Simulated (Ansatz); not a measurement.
H2Cl3NTi, charge +1, doublet, at a GFN2-xTB geometry (such geometries of metal compounds can be far from the true shape) (the multiplicity is a formal guess); PBE/3-21G (Ansatz, a first-principles code).

The Ansatz input:
Ansatz 0.2 input:
```yaml
crystal:
  periodic: [false, false, false]
  atoms:
    - {symbol: Ti, position_ang: [-0.15933157, -0.28753756, -0.03001478]}
    - {symbol: Cl, position_ang: [1.81496282, -0.36330626, -0.82880679]}
    - {symbol: Cl, position_ang: [0.04958993, 0.37113781, 1.98970337]}
    - {symbol: Cl, position_ang: [-1.03069202, 1.41270484, -0.99761125]}
    - {symbol: N, position_ang: [-1.11563369, -1.86527973, -0.22119152]}
    - {symbol: H, position_ang: [-0.92094631, -2.61967004, -0.89011522]}
    - {symbol: H, position_ang: [-1.93995560, -2.14666456, 0.32293042]}
basis:
  gaussian:
    orbitals: 3-21G.json
hamiltonian:
  xc: pbe
total_charge: 1
magnetization: {spin_polarized: true, initial_magnetization: 1}
```
The basis file holds 3-21G in the JSON format of the Basis Set Exchange.

**Question.** What does Ansatz print? Leave out banner, timings and long lists.

**Answer.** 
```
Functional definition: PBE
1093 factors; their error is unknown
mean field evaluation 1: about -61866.5700 eV, gradient 5.5e1 eV
mean field evaluation 2: about -61597.9544 eV, gradient 2.3e2 eV
mean field evaluation 4: about -61817.2103 eV, gradient 1.3e2 eV
mean field evaluation 8: about -61878.6605 eV, gradient 3.5e0 eV
mean field evaluation 16: about -61879.1070 eV, gradient 5.4e-4 eV
mean field evaluation 32: about -61877.9608 eV, gradient 1.0e1 eV
mean field -61879.10696355 eV, -2274.0152377452 hartree, gradient 6.4e-6 eV, S^2 0.758150; 8 other end points of the search recorded, 0 dependent functions left out
reference -61879.10707480 eV, -2274.0152418338 hartree; 41, 40 occupied and 40, 41 virtual orbitals, 1093 factors
Total energy: -61879.10707480 eV, -2274.0152418338 hartree
```
